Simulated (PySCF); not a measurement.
Species: SnH3(NHEt), C2H9NSn.
Z-matrix (Å and degrees, PBE0-D3(BJ)/def2-SVP geometry), rows numbered from 1:
```
Sn
H   1  1.7111
H   1  1.7250  2  109.71
H   1  1.7121  2  112.53  3  -121.90
N   1  2.0427  2  105.40  3   123.90
C   5  1.4469  1  121.27  2   176.70
C   6  1.5239  5  115.99  1    75.54
H   5  1.0174  1  113.24  2   -46.15
H   6  1.1069  5  108.84  1  -161.20
H   6  1.1049  5  108.30  1   -47.61
H   7  1.1024  6  111.27  5   -60.35
H   7  1.1020  6  111.56  5   179.17
H   7  1.1024  6  110.89  5    59.16
```

Method used: PySCF 2.14.0, density-fitted response routines, TDDFT wB97X-D/def2-SVPD, vertical, gas phase, core orbitals frozen in the response, def2 core potentials past Kr. Spin–orbit coupling is left out.

| state | E (eV) | λ (nm) | ν̃ (cm⁻¹) | f | \|μ\| (D) | main configurations (H = HOMO, L = LUMO) |
| --- | --- | --- | --- | --- | --- | --- |
| S1 | 5.48 | 226.3 | 44180 | 0.030 | 1.20 | H→L+1 (74%), H→L (15%) |
| S2 | 6.11 | 203.0 | 49250 | 0.027 | 1.07 | H→L (80%), H→L+1 (12%) |
| S3 | 6.43 | 192.7 | 51890 | 0.0026 | 0.32 | H→L+2 (94%) |
| S4 | 7.03 | 176.5 | 56660 | 0.013 | 0.69 | H→L+3 (90%) |
| S5 | 7.04 | 176.1 | 56790 | 0.033 | 1.11 | H→L+4 (72%), H→L+7 (9%) |
| S6 | 7.55 | 164.1 | 60920 | 0.016 | 0.74 | H→L+6 (70%), H→L+5 (19%) |
| S7 | 7.78 | 159.4 | 62750 | 0.033 | 1.06 | H→L+5 (41%), H→L+6 (16%), H→L+4 (12%) |
| S8 | 8.00 | 154.9 | 64560 | 0.015 | 0.70 | H-3→L+1 (41%), H-1→L+1 (19%), H→L+7 (11%) |
| S9 | 8.03 | 154.4 | 64790 | 0.0050 | 0.41 | H-2→L+1 (73%) |
| S10 | 8.16 | 151.9 | 65830 | 0.031 | 1.00 | H-1→L (28%), H→L+7 (20%), H-1→L+1 (16%) |

Triplets (Tamm–Dancoff): T1 4.98 eV, H→L+1 (82%); T2 5.91 eV, H→L (89%); T3 6.37 eV, H→L+2 (93%); T4 6.70 eV, H→L+3 (81%).

The lowest singlet lies at 5.48 eV (226 nm, ultraviolet) and is of moderate strength; its leading configuration is HOMO→LUMO+1 (74%). The largest oscillator strength of a single state is 0.033. Löwdin shares by element: HOMO nitrogen 60%, carbon 17%, tin 8% (atoms not listed hold the other 16%); LUMO tin 56%, hydrogen 30% or more. Of the 10 states listed, 8 reach f = 0.01 and none stays under 0.0005. Orbital energies (eV): HOMO-3 -11.04, HOMO-2 -10.98, HOMO-1 -10.69, HOMO -8.32, LUMO 1.59, LUMO+1 1.68, LUMO+2 2.42. The listed states span 2.68 eV, and the widest gap between neighbours is 0.63 eV (S1 to S2). The vertical ionisation energy (ΔSCF) is 8.44 eV, 0.28 eV above S10. Singlets were solved by full linear response, triplets in the Tamm–Dancoff approximation.

Time: 21 s wall. Hardware: one thread, x86-64 server, no GPU, shared host.

One conformer stands for the species.
